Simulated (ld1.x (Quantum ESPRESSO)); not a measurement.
**Ca: excitation energies, all-electron against PAW**

calcium (Ca), PAW, made with ld1.x (Quantum ESPRESSO) 7.5 (LDA (PZ), scalar-relativistic). Core [Ne], reference 3s2 3p6 3d0 4s2 4p0. Waves: 3s (bound): rcut 1.55, rcutus 1.80 bohr; 4s (bound): rcut 1.55, rcutus 1.80 bohr; 3p (bound): rcut 1.90, rcutus 2.65 bohr; 4p (bound, empty): rcut 1.90, rcutus 2.65 bohr; 3d (bound, empty): rcut 2.20, rcutus 2.70 bohr; 3d channel at 0.2 Ry: rcut 2.20, rcutus 2.70 bohr. Local part: all-electron potential smoothed inside 2.25 bohr (lloc = -1). Core correction: Bessel-smoothed model core inside 1.30 bohr. Augmentation charge: BESSEL, radius 1.30 bohr.

Energies are relative to the spin-unpolarised reference configuration 3s2 3p6 3d0 4s2 4p0; without spin polarisation the order of configurations can differ from experiment. Not all tests gave a result: test run stopped at test 5 of 9 (negative rho). The frozen-core shift is the all-electron ΔE with the core orbitals held at their reference shape minus the fully relaxed ΔE.

```
valence configuration  charge  ΔE all-electron (eV)  error AE − PS (meV)  frozen-core shift (meV)
  3s2 3p6 3d0 4s1 4p0      +1                 6.463                 +0.4                     +0.1
  3s2 3p6 3d0 4s0 4p0      +2                18.413                 +2.8                     +0.3
  3s2 3p6 3d0 4s1 4p1       0                 2.491                  +28                      0.0
```

(1) What are ΔE and the potential's error for 3s2 3p6 3d0 4s1.5 4p0?

Levels in the configuration 3s2 3p6 3d0 4s1 4p1:

```
level  all-electron (eV)  pseudo (eV)
   3s            -48.187      -47.895
   3p            -29.322      -28.970
   4s             -4.548       -4.491
   4p             -1.989       -2.012
```

Results:

(1) ΔE = 2.567 eV all-electron; the error (AE − PS) is 0.0 meV.
